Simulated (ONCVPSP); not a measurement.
**What the settings do to the ONCV potential of V (Z = 23)**

Base potential:

- Element: V
- Generator: ONCVPSP 4.0.1
- Type: optimised norm-conserving Vanderbilt (ONCV)
- Functional: PBE
- Relativity: scalar-relativistic
- Frozen core: [Ne]
- Valence charge: 13
- Reference configuration: 3s2 3p6 3d3 4s1 4p1
- Partial waves: 3s+4s: rc 1.35 bohr, ncon 4, nbas 8, qcut 8 1/bohr, 2 projectors; 3p+4p: rc 1.55 bohr, ncon 5, nbas 9, qcut 6.9 1/bohr, 2 projectors; 3d: rc 1.70 bohr, ncon 3, nbas 7, qcut 8.7 1/bohr, 2 projectors, debl 3.5 Ha
- Local potential: polynomial inside 1.20 bohr (lpopt 4, dvloc0 -1 Ha)
- Core correction: none

Cutoffs, loose and tight: the cutoffs (Ha) at which the residual kinetic energy of the hardest occupied pseudo-wave falls to 1 and 0.1 mHa per electron. They do not see the model core or the augmentation charge, which bear on the density cutoff. Test errors are all-electron minus pseudo excitation energies from the reference, over the configurations 3s2 3p6 3d3 4s2 4p0; 3s2 3p6 3d3 4s1 4p0; 3s2 3p6 3d3 4s0 4p0; 3s2 3p6 3d4 4s0 4p0. A dash means not determined; rows that change the core or the reference have their own tests.

```tsv
change	outcome	cutoff, loose	cutoff, tight	bound ghosts	GHOST(+) flags above zero	largest test error (meV)
base	generated	29 Ha	33 Ha	none	none	+30
functional PBEsol	generated	29 Ha	33 Ha	none	none	+30
p: rc 2	generated	29 Ha	33 Ha	none	none	+27
core correction Teter function, fcfact 4.25, rcfact 1.55	generated	29 Ha	33 Ha	none	none	+29
p: qcut 4.3	generated	99 Ha	113 Ha	none	none	+27
d: debl 4	generated	29 Ha	33 Ha	none	none	+29
s: qcut 9.3; p: qcut 8; d: qcut 10.1	generated	35 Ha	40 Ha	none	none	+19
local potential polynomial inside 1.20 bohr (lpopt 4, dvloc0 -2 Ha)	generated	29 Ha	33 Ha	none	none	+30
```

Problem. What comes out with this change to the base: s: rc 0.94; local potential polynomial inside 0.94 bohr (lpopt 4, dvloc0 -1 Ha)?

Solution. outcome: generated; cutoff, loose: 90 Ha; cutoff, tight: 187 Ha; bound ghosts: none; GHOST(+) flags above zero: none; largest test error (meV): +30.

Problem. What comes out with this change to the base: reference 3s2 3p6 3d3 4s0.5; wave 3p+4p: rc 1.55 bohr, ncon 5, nbas 9, qcut 6.9 1/bohr, 2 projectors becomes 3p: rc 1.55 bohr, ncon 5, nbas 9, qcut 6.9 1/bohr, 2 projectors, debl 3.9 Ha?

Solution. outcome: generated; cutoff, loose: 29 Ha; cutoff, tight: 33 Ha; bound ghosts: none; GHOST(+) flags above zero: none; largest test error (meV): +2.9.
